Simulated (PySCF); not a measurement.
Stepwise substitution at one centre (Al SH-H). All species are isolated molecules in the gas phase. One relaxed conformer stands for each flexible species; it need not be the lowest. Strings in code marks are SMILES.

These are PBE-D3(BJ)/def2-TZVP // TPSSh-D3(BJ)/def2-TZVP in PySCF values and carry that method's errors. 

```json
[
 {"species": "0 of 3 SH replaced by H", "S1 oscillator strength": "0.000", "LUMO (eV)": "___"},
 {"species": "1 of 3 SH replaced by H", "S1 oscillator strength": "0.062", "LUMO (eV)": "-1.79"},
 {"species": "2 of 3 SH replaced by H (`[AlH2][SH]`)", "S1 oscillator strength": "0.077", "LUMO (eV)": "-2.16"},
 {"species": "3 of 3 SH replaced by H (`[AlH3]`)", "S1 oscillator strength": "–", "LUMO (eV)": "-2.53"}
]
```

Problem. Fill in the missing entries.

Solution. 
- 0 of 3 SH replaced by H, LUMO (eV): -1.50
